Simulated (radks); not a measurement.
Fe4+, configuration [Ne] 3s2 3p4 3d4 4f2 (not the ground configuration). All-electron calculation, scalar-relativistic Kohn-Sham, Wu-Cohen GGA, spin-unpolarised, spherical densities, point nucleus. Program: a radial shooting solver on a logarithmic mesh with Libxc functionals.

Normalised radial functions P(r) = r R(r), r in bohr:

```
   r/bohr * 1s, o 2p (the largest magnitude, 3.72, reaches the edge; | marks zero, & curves that meet)
 0.005016 o                 *
 0.007483 o                        *
  0.01125 |o                               *
  0.01692 | o                                        *
  0.02545 |   o                                              *
  0.03827 |      o                                               *
  0.05709 |            o                                    *
  0.08585 |                   o               *
   0.1291 |                 *        o
   0.1942 |    *                        o
    0.292 |*                     o
   0.4356 *           o
    0.655 *  o
    0.985 &
    1.481 &
    2.228 &
     3.35 &
    4.997 &
    7.515 &
```

1s: eigenvalue -7100.7 eV, 0 radial nodes, <r> = 0.0585 bohr, 90 % of the charge inside 0.104 bohr. 2p: eigenvalue -798.36 eV, 0 radial nodes, <r> = 0.235 bohr, 90 % of the charge inside 0.385 bohr.
